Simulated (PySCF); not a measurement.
**Electron correlation in Lu⁺ (lutetium, charge +1)**

[Xe] 4f14 5d1 6s1, high-spin 3D determinant (an excited configuration). Computed with PySCF 2.14 in cc-pVDZ-X2C (8s7p5d3f1g, 84 functions), with the spin-free X2C one-electron Hamiltonian (Gaussian nucleus). Frozen: [Kr] 4d10; 24 electrons correlated.

```json
{"level": "CCSD", "correlation energy (mhartree)": "-869.36"}
{"level": "(T)", "correlation energy (mhartree)": "-21.50"}
{"level": "CCSD(T)", "correlation energy (mhartree)": "-890.86"}
```

Diagnostics: T1 = 0.011, D1 = 0.0373, largest double amplitude 0.024.

Spin-orbit coupling, absent here, splits the open shell strongly.

Cost of the coupled-cluster step: roughly 60 core-seconds, for 24 correlated electrons.
